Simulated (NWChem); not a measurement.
System: AlH$_{2}$SeCl; SMILES [AlH]([SeH])[Cl]

Excerpt of the output:

```
             Northwest Computational Chemistry Package (NWChem) 7.3.0
             --------------------------------------------------------

                             Geometry "geometry" -> ""
                             -------------------------

 Output coordinates in angstroms (scale by  1.889725989 to convert to a.u.)

  No.       Tag          Charge          X              Y              Z
 ---- ---------------- ---------- -------------- -------------- --------------
    1 Al                  13.0000     0.92652400     0.61637100     0.05883800
    2 Cl                  17.0000    -0.44866400     2.16467000     0.43692300
    3 H                    1.0000     2.36698100     0.95186600    -0.48001600
    4 Se                  34.0000     0.29341200    -1.56545000     0.44415600
    5 H                    1.0000    -1.04637200    -1.15511800     0.89268500

 Effective nuclear repulsion energy (a.u.)     267.4447448872

  pbe96 is a nonlocal functional; adding pw91lda local functional.
                              NWChem Property Module
                              ----------------------

  itol2e modified to match energy
  convergence criterion.

                                 NWChem DFT Module
                                 -----------------

 Summary of "ao basis" -> "ao basis" (spherical)
 ------------------------------------------------------------------------------
       Tag                 Description            Shells   Functions and Types
 ---------------- ------------------------------  ------  ---------------------
 Al                        def2-tzvp                13       37   5s5p2d1f
 Cl                        def2-tzvp                13       37   5s5p2d1f
 H                         def2-tzvp                 4        6   3s1p
 Se                        def2-tzvp                16       48   6s5p4d1f

  itol2e modified to match energy
  convergence criterion.

            General Information
            -------------------
          SCF calculation type: DFT
          Wavefunction type:  closed shell.
          No. of atoms     :     5
          No. of electrons :    66
           Alpha electrons :    33
            Beta electrons :    33
          Charge           :     0
          Spin multiplicity:     1
          Use of symmetry is: off; symmetry adaption is: off
          Maximum number of iterations: 150
          AO basis - number of functions:   134
                     number of shells:    50
          Convergence on energy requested:  1.00D-07
          Convergence on density requested:  1.00D-05
          Convergence on gradient requested:  5.00D-04

              XC Information
              --------------
          PerdewBurkeErnzerhof Exchange Functional  1.000
            Perdew 1991 LDA Correlation Functional  1.000 local
           PerdewBurkeErnz. Correlation Functional  1.000 non-local

             Grid Information
             ----------------
          Grid used for XC integration:  fine
          Radial quadrature: Mura-Knowles
          Angular quadrature: Lebedev.
          Tag              B.-S. Rad. Rad. Pts. Rad. Cut. Ang. Pts.
          ---              ---------- --------- --------- ---------
          Al                  1.25      123          10.0       770
          Cl                  1.00      123          12.0       770
          H                   0.35       60          12.0       590
          Se                  1.15      140          11.0       974
          Grid pruning is: on
          Number of quadrature shells:   506
          Spatial weights used:  Erf1

      Superposition of Atomic Density Guess
      -------------------------------------

 Sum of atomic energies:       -3102.15865745

      Non-variational initial energy
      ------------------------------

 Total energy =   -3102.701829
 1-e energy   =   -4849.383786
 2-e energy   =    1479.237212
 HOMO         =      -0.316446
 LUMO         =       0.014466

   convergence    iter        energy       DeltaE   RMS-Dens  Diis-err
 ---------------- ----- ----------------- --------- --------- ---------
 d= 0,ls=0.0,diis     1  -3104.7649882590 -3.37D+03  6.43D-03  1.60D+00
 d= 0,ls=0.0,diis     2  -3104.7456749141  1.93D-02  6.34D-03  6.13D-01
 d= 0,ls=0.0,diis     3  -3104.7698495798 -2.42D-02  3.01D-03  3.92D-01
 d= 0,ls=0.0,diis     4  -3104.8244334100 -5.46D-02  5.09D-04  3.37D-03
 d= 0,ls=0.0,diis     5  -3104.8248446528 -4.11D-04  2.03D-04  1.13D-03
  Resetting Diis
 d= 0,ls=0.0,diis     6  -3104.8250329193 -1.88D-04  2.63D-05  3.52D-05
 d= 0,ls=0.0,diis     7  -3104.8250345099 -1.59D-06  3.06D-05  4.78D-06
 d= 0,ls=0.0,diis     8  -3104.8250330685  1.44D-06  1.80D-05  1.44D-05
 d= 0,ls=0.0,diis     9  -3104.8250353398 -2.27D-06  1.36D-06  6.08D-08
 d= 0,ls=0.0,diis    10  -3104.8250353450 -5.18D-09  4.77D-07  6.78D-09

         Total DFT energy =    -3104.825035344972
      One electron energy =    -4850.919203687733
           Coulomb energy =     1612.777294285142
    Exchange-Corr. energy =     -134.127870829574
 Nuclear repulsion energy =      267.444744887193

 Numeric. integr. density =       66.000001054776

                       DFT Final Molecular Orbital Analysis
                       ------------------------------------

 Vector   31  Occ=2.000000D+00  E=-3.022589D-01
              MO Center= -3.4D-01,  2.0D+00,  4.1D-01, r^2= 1.5D+00
   Bfn.  Coefficient  Atom+Function         Bfn.  Coefficient  Atom+Function
  ----- ------------  ---------------      ----- ------------  ---------------
    54      0.482761  2 Cl pz                57      0.298392  2 Cl pz
    51      0.225713  2 Cl pz                45     -0.188216  2 Cl pz
    52      0.172400  2 Cl px                17      0.110818  1 Al pz
    55      0.106560  2 Cl px                48     -0.084905  2 Cl pz
    49      0.080605  2 Cl px                43     -0.067214  2 Cl px

 Vector   32  Occ=2.000000D+00  E=-2.700749D-01
              MO Center=  4.6D-01,  2.1D-01,  2.6D-01, r^2= 5.3D+00
   Bfn.  Coefficient  Atom+Function         Bfn.  Coefficient  Atom+Function
  ----- ------------  ---------------      ----- ------------  ---------------
    97      0.313468  4 Se py                53      0.237097  2 Cl py
    91     -0.218408  4 Se py                52      0.199612  2 Cl px
    94      0.194546  4 Se py               100      0.195075  4 Se py
    76     -0.160078  3 H  s                 56      0.156704  2 Cl py
    77     -0.143345  3 H  s                 55      0.135273  2 Cl px

 Vector   33  Occ=2.000000D+00  E=-2.399329D-01
              MO Center=  3.0D-01, -1.3D+00,  4.2D-01, r^2= 2.3D+00
   Bfn.  Coefficient  Atom+Function         Bfn.  Coefficient  Atom+Function
  ----- ------------  ---------------      ----- ------------  ---------------
    98      0.441491  4 Se pz               101      0.297678  4 Se pz
    92     -0.292133  4 Se pz                95      0.258958  4 Se pz
    96      0.157669  4 Se px                17      0.111400  1 Al pz
    99      0.106309  4 Se px                90     -0.104329  4 Se px
    93      0.092481  4 Se px                89      0.089148  4 Se pz

 Vector   34  Occ=0.000000D+00  E=-7.590141D-02
              MO Center=  9.2D-01,  5.0D-01,  6.9D-02, r^2= 4.3D+00
   Bfn.  Coefficient  Atom+Function         Bfn.  Coefficient  Atom+Function
  ----- ------------  ---------------      ----- ------------  ---------------
    20      0.600244  1 Al pz                17      0.476741  1 Al pz
   101     -0.238975  4 Se pz                18      0.214341  1 Al px
    57     -0.190644  2 Cl pz                15      0.170241  1 Al px
    98     -0.153776  4 Se pz                54     -0.136366  2 Cl pz
    92      0.109221  4 Se pz                95     -0.109573  4 Se pz

 Vector   35  Occ=0.000000D+00  E=-5.135638D-02
              MO Center=  5.0D-01,  1.1D-01,  2.5D-01, r^2= 5.1D+00
   Bfn.  Coefficient  Atom+Function         Bfn.  Coefficient  Atom+Function
  ----- ------------  ---------------      ----- ------------  ---------------
     5      0.944062  1 Al s                  4      0.512398  1 Al s
   131     -0.465719  5 H  s                 99     -0.359305  4 Se px
    77     -0.324850  3 H  s                100     -0.313976  4 Se py
    42     -0.270245  2 Cl s                 18     -0.235181  1 Al px
     3     -0.230390  1 Al s                 56      0.215637  2 Cl py

 Vector   36  Occ=0.000000D+00  E=-3.608580D-02
              MO Center=  2.7D-01, -9.2D-01,  4.1D-01, r^2= 5.0D+00
   Bfn.  Coefficient  Atom+Function         Bfn.  Coefficient  Atom+Function
  ----- ------------  ---------------      ----- ------------  ---------------
   131     -0.891279  5 H  s                 86      0.872792  4 Se s
     5     -0.747384  1 Al s                 99     -0.392596  4 Se px
   100      0.342037  4 Se py                77      0.304666  3 H  s
    19      0.276595  1 Al py               130     -0.229017  5 H  s
    85      0.220514  4 Se s                 96     -0.214490  4 Se px

     Multipole analysis of the density
     ---------------------------------

     L   x y z        total         alpha         beta         nuclear
     -   - - -        -----         -----         ----         -------
     0   0 0 0     -0.000000    -33.000000    -33.000000     66.000000

     1   1 0 0      0.080424    -14.807498    -14.807498     29.695421
     1   0 1 0     -0.192773      8.044873      8.044873    -16.282520
     1   0 0 1     -0.014655    -22.406777    -22.406777     44.798899

     2   2 0 0    -32.745203    -59.594034    -59.594034     86.442864
     2   1 1 0      0.945966     38.400719     38.400719    -75.855472
     2   1 0 1      0.007466      0.473703      0.473703     -0.939941
     2   0 2 0    -36.331321   -321.990561   -321.990561    607.649802
     2   0 1 1     -0.232301     15.200940     15.200940    -30.634180
     2   0 0 2    -32.713374    -36.042126    -36.042126     39.370879

          -----------------------
          Electric field gradient
          -----------------------

 1 a.u. = 0.324123 10**(16) esu/cm**3  ( or statvolts/cm**2 ) = 0.97174 10**(22) v/m**2

 ------------------------------------------------------------
   Atom      X         Y         Z
 ------------------------------------------------------------
    1 Al   1.75088   1.16477   0.11119
 ------------------------------------------------------------

 Electric field gradient in molecular frame (a.u.)
         XX             YY             ZZ             XY             XZ             YZ
 ------------------------------------------------------------------------------------------
        0.477115       0.278415      -0.755530       0.122394      -0.518720      -0.133392

 Principal components (a.u.) and orientation
 of principal axis w.r.t. absolute frame                      Asymmetry parameter eta
 --------------------------------------------------------------------------------------
       -0.950496       0.724752       0.225744                       0.524998

        0.335502       0.876964      -0.344053
        0.068568       0.341519       0.937370
        0.939541      -0.338081       0.054448

 ------------------------------------------------------------
   Atom      X         Y         Z
 ------------------------------------------------------------
    2 Cl  -0.84785   4.09063   0.82566
 ------------------------------------------------------------

 Electric field gradient in molecular frame (a.u.)
         XX             YY             ZZ             XY             XZ             YZ
 ------------------------------------------------------------------------------------------
       -0.055684      -0.328352       0.384036       1.051818       0.082348      -0.323189

 Principal components (a.u.) and orientation
 of principal axis w.r.t. absolute frame                      Asymmetry parameter eta
 --------------------------------------------------------------------------------------
       -1.305227       0.915368       0.389859                       0.402619

       -0.640824       0.690494       0.335504
        0.747644       0.660551       0.068559
        0.174278      -0.294772       0.939541

 ------------------------------------------------------------
   Atom      X         Y         Z
 ------------------------------------------------------------
    3 H    4.47295   1.79877  -0.90710
 ------------------------------------------------------------

 Electric field gradient in molecular frame (a.u.)
         XX             YY             ZZ             XY             XZ             YZ
 ------------------------------------------------------------------------------------------
       -0.089306       0.051965       0.037341      -0.034268       0.055079       0.012672

 Principal components (a.u.) and orientation
 of principal axis w.r.t. absolute frame                      Asymmetry parameter eta
 --------------------------------------------------------------------------------------
       -0.117773       0.059839       0.057934                       0.016179

        0.915707      -0.221189       0.335494
        0.210429       0.975200       0.068592
       -0.342346       0.007788       0.939542

 ------------------------------------------------------------
   Atom      X         Y         Z
 ------------------------------------------------------------
    4 Se   0.55447  -2.95827   0.83933
 ------------------------------------------------------------

 Electric field gradient in molecular frame (a.u.)
         XX             YY             ZZ             XY             XZ             YZ
 ------------------------------------------------------------------------------------------
       -2.463035       0.276242       2.186793       0.165421       1.893406       0.130397

 Principal components (a.u.) and orientation
 of principal axis w.r.t. absolute frame                      Asymmetry parameter eta
 --------------------------------------------------------------------------------------
       -3.140177       2.872501       0.267676                       0.829515

        0.941994       0.335534       0.007973
       -0.032862       0.068566       0.997105
       -0.334016       0.939529      -0.075616

 ------------------------------------------------------------
   Atom      X         Y         Z
 ------------------------------------------------------------
    5 H   -1.97736  -2.18286   1.68693
 ------------------------------------------------------------

 Electric field gradient in molecular frame (a.u.)
         XX             YY             ZZ             XY             XZ             YZ
 ------------------------------------------------------------------------------------------
       -0.144158       0.069930       0.074228       0.069680       0.082891      -0.022531

 Principal components (a.u.) and orientation
 of principal axis w.r.t. absolute frame                      Asymmetry parameter eta
 --------------------------------------------------------------------------------------
       -0.192491       0.102187       0.090304                       0.061731

        0.913138       0.335533       0.231509
       -0.268777       0.068567       0.960759
       -0.306492       0.939530      -0.152795
```

Level: PBE/def2-TZVP. All runs use the structure optimised with PBE0/def2-SVP. NWChem prints the field gradient with the sign opposite to the second derivative of the potential.

Question: Write an input that gives this output.

Answer: Several could match; the one computed here: the input that was run:
```
start job
memory heap 200 mb stack 900 mb global 1100 mb
geometry units angstroms noautosym nocenter noautoz
  Al     0.926524     0.616371     0.058838
  Cl    -0.448664     2.164670     0.436923
  H      2.366981     0.951866    -0.480016
  Se     0.293412    -1.565450     0.444156
  H     -1.046372    -1.155118     0.892685
end
basis spherical
  Al library def2-tzvp
  Cl library def2-tzvp
  H library def2-tzvp
  Se library def2-tzvp
end
dft
  xc xpbe96 cpbe96
  iterations 150
end
property
  efieldgrad
end
task dft property
```
